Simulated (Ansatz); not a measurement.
# KI (Potassium Iodide): entropy by statistical mechanics

A linear singlet with charge 0, relaxed at wB97M-V/def2-TZVPD (core potential) (Ansatz 0.2.0):

```xyz
2

K     0.0000    0.0000   -0.0154
I     0.0000    0.0000    3.0633
```

Harmonic wavenumbers in cm⁻¹: 182.

Masses in u: K 39.098, I 126.904. Take T = 298.15 K, p = 1 bar, R = 8.3145 J/(mol K), kT/hc = 207.22 cm⁻¹, rigid rotor and harmonic oscillator.

Work out S° at 298 K.


1. Translation (Sackur–Tetrode): S = R[3/2 ln M + 5/2 ln T − 1.1517] with M = 166.002 gives 172.6 J/(mol K).
2. Rotation: the moment of inertia is 283.303 u Å², so B = 16.8576/I = 0.0595 cm⁻¹; σ = 1; q = kT/(σhcB) = 3482.7; S = R(ln q + 1) = 76.1.
3. Vibration: with u = ν̃/207.22, each mode gives R[u/(eᵘ − 1) − ln(1 − e⁻ᵘ)]; the sum is 9.7, most from 182 cm⁻¹ (9.7).
4. Electronic: R ln 1 = 0.0, from the spin multiplicity alone.
5. Sum: 172.6 + 76.1 + 9.7 + 0.0 = 258.4 J/(mol K).

No measured value is set beside it here.
